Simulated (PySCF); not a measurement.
hexafluorobutadiene (C4F6), SMILES FC(F)=C(F)C(F)=C(F)F.

Geometry optimised at ωB97X-D3(BJ)/def2-SVP. A frequency run showed that this geometry is not a minimum. Other conformers were not sampled.

Computed with PBE/def2-SVP in PySCF.

Problem. Estimate the frontier levels, gap, dipole moment and polarisability. (Estimate from the structure and the level; the computed values follow.)

Solution. 
| Item | Result |
|---|---|
| highest occupied level | -5.48 eV |
| lowest empty level | -1.62 eV |
| orbital gap | 3.86 eV |
| dipole moment | 0.00 D |
| quadrupole, principal values (traceless, Buckingham form, about the centre of nuclear charge) | -3.87, 0.32, 3.55 D·Å |
| mean static polarisability | 49.0 bohr³ (7.25 Å³) |
| polarisability, principal values | 24.6, 40.8, 81.4 bohr³ |
